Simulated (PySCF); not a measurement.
## Electronic structure of W²⁺ (tungsten, charge +2) at the UHF level

Configuration: [Xe] 4f14 5d3 6s1, high-spin 5F determinant (an excited configuration). Computed with PySCF 2.14 in aug-cc-pVDZ-PP with ECP60MDF (5s5p4d2f, 54 functions), with a scalar-relativistic core potential.

```json
{
 "Total energy": "-65.857907 hartree",
 "One-electron energy": "-103.7336 hartree",
 "Hartree (Coulomb) energy": "44.3478 hartree",
 "Exchange energy": "-6.4721 hartree",
 "⟨S²⟩": "6.0042",
 "⟨L²⟩": "12.032",
 "Sum of ⟨r⟩": "18.14 bohr",
 "Sum of ⟨r²⟩": "33.79 bohr²"
}
```

```
shell  electrons  mean orbital energy (eV)  rms radius, mean of both spins (bohr)
 5s α          1                   -114.22                                   1.15
 5s β          1                   -110.25                                   1.15
 5p α          3                   -73.913                                   1.34
 5p β          3                   -68.413                                   1.34
 5d α          3                   -28.789                                   1.95
 6s α          1                   -23.620                                   3.00
```

Energies and moments cover only the electrons outside the core potential. Spin-orbit coupling, absent here, splits the open shell strongly.
